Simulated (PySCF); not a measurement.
## SiW⁺: from constants to spectrum

ROHF-CCSD(T) constants of SiW⁺, ⁶Σ⁺ (sextet), unpaired electrons σ ↑, π ↑↑, δ ↑↑ (basis Si def2-TZVPPD, W def2-TZVPPD with ECP60; scalar-relativistic core potentials; PySCF 2.14; masses 27.9769 and 183.9509 u):

- ωe: 380.4 cm⁻¹
- ωexe: 1.01 cm⁻¹
- Be: 0.11792 cm⁻¹
- αe: 0.000443 cm⁻¹
- D (centrifugal): 4.53e-08 cm⁻¹

Q: Give the vibrational terms G(v) and spacings up to v = 6.

A: G(v) = ωe(v+½) − ωexe(v+½)².

```
v  G(v) (cm⁻¹)  G(v) − G(v−1)  Bv (cm⁻¹)
0        189.9                    0.1177
1        568.3          378.4     0.1173
2        944.7          376.4     0.1168
3       1319.0          374.3     0.1164
4       1691.3          372.3     0.1159
5       2061.6          370.3     0.1155
6       2429.9          368.3     0.1150
```

Correlated steps freeze 5 core orbitals. De is left out where the level can put another filling of the metal’s s and d shells below the measured ground configuration, by anything from nothing to about 1 eV. These are scalar-relativistic numbers at best; spin–orbit coupling would shift them, the dissociation energy most. The CCSD T1 diagnostic is raised, a sign that a single reference may not be enough here. With d or f electrons several states lie close, and the lowest PBE0 determinant need not be the measured ground state.
